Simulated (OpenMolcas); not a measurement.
**Co2+: effect of the metal basis**

Co2+ with its 6 nearest fluoride ions at 2.045 Å, on the Zn site of KZnF3 (a = 4.054 Å, distance in the model lattice 2.027 Å). The rest of the host is ab initio model potentials to 7.6 Å and point charges beyond; the distance is set by hand and nothing relaxes.

| Property | Result |
| --- | --- |
| Program | OpenMolcas 26.06 |
| Method | SS-CASPT2, IPEA 0.25 Eh, imaginary shift 0.1 Eh (closed shells correlated: 3s 3p and the ligand valence shells) |
| Spin-orbit coupling | RASSI with atomic mean-field integrals over the reference wave functions |

Fixed: ligand basis ANO-RCC-VDZP, active space 7 electrons in 5 orbitals (3d), DKH2 Hamiltonian.

States (labels of O, the rotations of Oh). Energies in cm-1 above the lowest state or level, χT in cm3 K/mol; under a threefold ground state the first gap can be a small split of the lowest multiplet, not the spin-orbit step.

```csv
Run,Metal basis,Ground state,First state of that spin,First gap with spin-orbit (degeneracies),χT at 300 K,First state of another spin,Cost
A,ANO-RCC-VDZP,4T1,4T2 8270,"370 (2, 4)",3.521,2E 12400,roughly 2.6 core-minutes
B,ANO-RCC-VTZP,4T1,4T2 7650,"370 (2, 4)",3.545,2E 12600,roughly 4 core-minutes
```

Against A, the first state of the same spin changes by -7.5 % in B.

Costs are those of the CASPT2 steps.

Roots that are degenerate in the reference are averaged as groups; the widest CASPT2 spread within a group is 410 cm-1 (the 3-fold group of multiplicity 2 near 28100 cm-1 above the lowest state of its run, A). Shifts and gaps below about the spread of the groups concerned are not significant. Over all roots computed the reference weight is 0.73 to 0.74 in A, 0.73 to 0.74 in B; a low but even weight reflects the number of correlated electrons. An orbital triplet at a regular site is open to Jahn-Teller coupling, which can distort the site and quench the lowest spin-orbit gaps and is left out. A single d shell leaves out the double-shell effect, which counts most for late 3d ions, where the CASPT2 field can be off either way by tens of per cent. Ligand-to-metal charge-transfer states are missing. These CASPT2 states fit no ligand-field parameters well, so their order and spin gaps are uncertain. For late 3d ions with one d shell CASPT2 can put B and the spin-flip bands somewhat low as well as high. With one d shell and no ligand orbital active, 10Dq can be off by tens of per cent for divalent 3d ions, low with halides held by bare charges and at times high in hosts. Free-ion shares, where given, are those of the reference states; single-state CASPT2 does not remix them. No measured value stands beside these numbers; the geometry was set by hand and not optimised.
